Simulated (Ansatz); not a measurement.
Stepwise reaction of `CO[SiH](F)O[SiH2]F` with hydrogen, as a gas-phase model of exchange steps in deposition or etching. ΔE in kJ/mol.

Calculated with Ansatz (gas phase, PBE0-D4/def2-TZVP geometries, no zero-point term in ΔE). CCSD(T)/CBS adds triple-zeta CCSD(T) − MP2 to the extrapolated MP2 energy (def2 sets, frozen cores). This one scheme is used for every species. Functionals use def2-TZVPP. B3LYP here is the variant with VWN-RPA as its local correlation; programs differ in this. One conformer a species, not always the lowest.

```json
{"step": "1", "reaction": "`CO[SiH](F)O[SiH2]F` + H₂ → `CO[SiH](F)O[SiH3]` + H–F", "PBE-D4": "127.1", "B3LYP-D4": "135.8", "ωB97M-V": "135.5", "CCSD(T)/CBS": "132.5"}
```

Q: Give the row of step 2, `CO[SiH](F)O[SiH3]` + H₂ → `CO[SiH2]O[SiH3]` + H–F. (Best estimate.)

A: Computed: 
| step | reaction | PBE-D4 | B3LYP-D4 | ωB97M-V | CCSD(T)/CBS |
| --- | --- | --- | --- | --- | --- |
| 2 | `CO[SiH](F)O[SiH3]` + H₂ → `CO[SiH2]O[SiH3]` + H–F | 136.9 | 146.4 | 147.4 | 144.0 |

Q: By hand: ΔE of the 2 steps together at CCSD(T)/CBS.

A: (132.5) + (144.0) = 276.5 kJ/mol, or 138.2 kJ/mol a step.

In ΔE each step is higher than the one before. All are uphill at CCSD(T)/CBS. PBE-D4 differs from CCSD(T)/CBS by -7.1 to -5.4 kJ/mol a step. Isolated molecules leave out the surface, adducts and barriers. Largest T1 diagnostic: 0.012.
